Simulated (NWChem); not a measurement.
System: SiNH5O2; SMILES N[SiH](O)O

Output (shortened):

```
             Northwest Computational Chemistry Package (NWChem) 7.3.0
             --------------------------------------------------------

 C1  symmetry detected

                             Geometry "geometry" -> ""
                             -------------------------

 Output coordinates in angstroms (scale by  1.889725989 to convert to a.u.)

  No.       Tag          Charge          X              Y              Z
 ---- ---------------- ---------- -------------- -------------- --------------
    1 Si                  14.0000    -0.01567880    -0.01439055     0.33739218
    2 N                    7.0000    -0.02779247    -1.62459541    -0.24581737
    3 O                    8.0000    -1.30529513     0.87492403    -0.20663692
    4 O                    8.0000     1.30068569     0.84080027    -0.21602881
    5 H                    1.0000    -0.01937551    -0.13517346     1.82147600
    6 H                    1.0000    -0.36430920    -2.36711742     0.35575480
    7 H                    1.0000    -0.21285705    -1.82853392    -1.22183797
    8 H                    1.0000    -1.09947131     1.78929130    -0.42387648
    9 H                    1.0000     2.14693905     0.38937472    -0.15295955

 Effective nuclear repulsion energy (a.u.)     186.2705450768

  pbe96 is a nonlocal functional; adding pw91lda local functional.

                                 NWChem DFT Module
                                 -----------------

 Summary of "ao basis" -> "ao basis" (spherical)
 ------------------------------------------------------------------------------
       Tag                 Description            Shells   Functions and Types
 ---------------- ------------------------------  ------  ---------------------
 Si                         cc-pvtz                 12       34   5s4p2d1f
 N                          cc-pvtz                 10       30   4s3p2d1f
 O                          cc-pvtz                 10       30   4s3p2d1f
 H                          cc-pvtz                  6       14   3s2p1d

            General Information
            -------------------
          SCF calculation type: DFT
          Wavefunction type:  closed shell.
          No. of atoms     :     9
          No. of electrons :    42
           Alpha electrons :    21
            Beta electrons :    21
          Charge           :     0
          Spin multiplicity:     1
          Use of symmetry is: off; symmetry adaption is: off
          Maximum number of iterations: 150
          AO basis - number of functions:   194
                     number of shells:    72
          Convergence on energy requested:  1.00D-06
          Convergence on density requested:  1.00D-05
          Convergence on gradient requested:  5.00D-04

              XC Information
              --------------
          PerdewBurkeErnzerhof Exchange Functional  1.000
            Perdew 1991 LDA Correlation Functional  1.000 local
           PerdewBurkeErnz. Correlation Functional  1.000 non-local

             Grid Information
             ----------------
          Grid used for XC integration:  medium
          Radial quadrature: Mura-Knowles
          Angular quadrature: Lebedev.
          Tag              B.-S. Rad. Rad. Pts. Rad. Cut. Ang. Pts.
          ---              ---------- --------- --------- ---------
          Si                  1.10       88           9.0       590
          N                   0.65       49          10.0       434
          O                   0.60       49          10.0       434
          H                   0.35       45          11.0       434
          Grid pruning is: on
          Number of quadrature shells:   460
          Spatial weights used:  Erf1

      Superposition of Atomic Density Guess
      -------------------------------------

 Sum of atomic energies:        -495.21094836

      Non-variational initial energy
      ------------------------------

 Total energy =    -496.714961
 1-e energy   =   -1052.813968
 2-e energy   =     369.828462
 HOMO         =      -0.372487
 LUMO         =       0.041628

------------------------------------------------------------
EAF file 0: "./job.aoints.0" size=595591168 bytes
------------------------------------------------------------
               write      read    awrite     aread      wait
               -----      ----    ------     -----      ----
     calls:     1136         0         0         0         0
   data(b): 5.96e+08  0.00e+00  0.00e+00  0.00e+00
   time(s): 0.00e+00  0.00e+00  0.00e+00  0.00e+00  0.00e+00
rate(mb/s): 0.00e+00  0.00e+00
------------------------------------------------------------

     ---------------------------------------------
      Total Density - Mulliken Population Analysis
     ---------------------------------------------

    Atom       Charge   Shell Charges
 -----------   ------   -------------------------------------------------------
    1 Si  14    13.07   2.00  1.93  0.75  0.14  0.22  5.50  1.10  0.57  0.31  0.21  0.25  0.10
    2 N    7     7.74   1.95  0.95  0.21  0.40  1.09  2.03  1.09  0.00  0.01  0.00
    3 O    8     8.72   1.95  1.03  0.24  0.51  1.38  2.37  1.23  0.00  0.01  0.00
    4 O    8     8.73   1.95  1.03  0.24  0.51  1.38  2.37  1.24  0.00  0.01  0.00
    5 H    1     1.06   0.23  0.51  0.31  0.00  0.01  0.00
    6 H    1     0.72   0.22  0.35  0.08  0.01  0.04  0.01
    7 H    1     0.72   0.22  0.36  0.09  0.01  0.04  0.01
    8 H    1     0.63   0.20  0.29  0.06  0.02  0.05  0.01
    9 H    1     0.62   0.20  0.29  0.06  0.02  0.05  0.01

   convergence    iter        energy       DeltaE   RMS-Dens  Diis-err
 ---------------- ----- ----------------- --------- --------- ---------
 d= 0,ls=0.0,diis     1   -497.4310028690 -6.84D+02  7.14D-03  1.35D+00
 d= 0,ls=0.0,diis     2   -497.2565985158  1.74D-01  4.77D-03  3.13D+00
 d= 0,ls=0.0,diis     3   -497.5376744931 -2.81D-01  8.08D-04  1.23D-01
 d= 0,ls=0.0,diis     4   -497.5455664842 -7.89D-03  3.54D-04  2.12D-02
 d= 0,ls=0.0,diis     5   -497.5474453617 -1.88D-03  9.75D-05  2.14D-03
  Resetting Diis
 d= 0,ls=0.0,diis     6   -497.5476644306 -2.19D-04  1.12D-05  1.45D-05
 d= 0,ls=0.0,diis     7   -497.5476659161 -1.49D-06  4.41D-06  5.94D-07
 d= 0,ls=0.0,diis     8   -497.5476658604  5.57D-08  2.61D-06  1.33D-06

         Total DFT energy =     -497.547665860425
      One electron energy =    -1057.405437083854
           Coulomb energy =      420.205486599310
    Exchange-Corr. energy =      -46.618260452636
 Nuclear repulsion energy =      186.270545076755

 Numeric. integr. density =       41.999999290330

                       DFT Final Molecular Orbital Analysis
                       ------------------------------------

 Vector   19  Occ=2.000000D+00  E=-2.683467D-01
              MO Center= -4.3D-02,  7.3D-01, -1.8D-01, r^2= 2.5D+00
   Bfn.  Coefficient  Atom+Function         Bfn.  Coefficient  Atom+Function
  ----- ------------  ---------------      ----- ------------  ---------------
    74      0.275610  3 O  pz               104     -0.266099  4 O  pz
    71      0.234647  3 O  pz                77      0.231436  3 O  pz
   101     -0.226936  4 O  pz               107     -0.227439  4 O  pz
    72     -0.096418  3 O  px               103     -0.095093  4 O  py
   106     -0.085112  4 O  py                69     -0.082434  3 O  px

 Vector   20  Occ=2.000000D+00  E=-2.605423D-01
              MO Center=  4.2D-03,  3.3D-01,  3.4D-01, r^2= 3.1D+00
   Bfn.  Coefficient  Atom+Function         Bfn.  Coefficient  Atom+Function
  ----- ------------  ---------------      ----- ------------  ---------------
   127     -0.255273  5 H  s                104      0.235777  4 O  pz
    74      0.234196  3 O  pz               101      0.198455  4 O  pz
    71      0.197176  3 O  pz               107      0.187109  4 O  pz
   126     -0.186212  5 H  s                 77      0.183039  3 O  pz
    38      0.151653  2 N  s                125     -0.124959  5 H  s

 Vector   21  Occ=2.000000D+00  E=-2.271084D-01
              MO Center=  2.3D-02, -1.3D+00, -1.9D-01, r^2= 1.8D+00
   Bfn.  Coefficient  Atom+Function         Bfn.  Coefficient  Atom+Function
  ----- ------------  ---------------      ----- ------------  ---------------
    42      0.352418  2 N  px                45      0.329900  2 N  px
    39      0.292639  2 N  px                46     -0.114560  2 N  py
   103      0.101909  4 O  py                15      0.099599  1 Si px
   106      0.093352  4 O  py                43     -0.089010  2 N  py
   100      0.086497  4 O  py                40     -0.074017  2 N  py

 Vector   22  Occ=0.000000D+00  E= 5.561144D-03
              MO Center=  4.8D-01, -2.2D-01, -3.9D-01, r^2= 7.3D+00
   Bfn.  Coefficient  Atom+Function         Bfn.  Coefficient  Atom+Function
  ----- ------------  ---------------      ----- ------------  ---------------
    38      1.019653  2 N  s                183     -0.784637  9 H  s
   155     -0.636576  7 H  s                169     -0.579453  8 H  s
    98      0.563564  4 O  s                141     -0.555538  6 H  s
    68      0.410314  3 O  s                154     -0.206267  7 H  s
   105      0.204079  4 O  px               182     -0.195934  9 H  s

 Vector   23  Occ=0.000000D+00  E= 2.536588D-02
              MO Center=  8.9D-02, -8.7D-01,  3.9D-02, r^2= 7.0D+00
   Bfn.  Coefficient  Atom+Function         Bfn.  Coefficient  Atom+Function
  ----- ------------  ---------------      ----- ------------  ---------------
    38      1.472444  2 N  s                141     -0.830913  6 H  s
   155     -0.613673  7 H  s                183      0.524743  9 H  s
    98     -0.420919  4 O  s                 46     -0.353917  2 N  py
    16      0.340121  1 Si py               169      0.337129  8 H  s
   140     -0.320472  6 H  s                154     -0.308423  7 H  s

[...]
```

Level: PBE/cc-pVTZ. Geometry: optimised at PBE0/def2-SVP.

Which NWChem input produces such a log?

Several could match; the one computed here: the input that was run:
```
start job
memory heap 200 mb stack 900 mb global 1100 mb
geometry units angstroms noautoz
  Si    -0.045183     0.010345     0.330191
  N     -0.242871    -1.575788    -0.284741
  O     -1.166054     1.075370    -0.269249
  O      1.406567     0.682344    -0.129462
  H     -0.153973    -0.126339     1.808903
  H     -0.713214    -2.271885     0.281561
  H     -0.395525    -1.740688    -1.273660
  H     -0.824345     1.955129    -0.456019
  H      2.177733     0.117825    -0.026852
end
basis spherical
  Si library cc-pvtz
  N library cc-pvtz
  O library cc-pvtz
  H library cc-pvtz
end
dft
  xc xpbe96 cpbe96
  iterations 150
  semidirect filesize 400000000
  mulliken
end
task dft energy
```
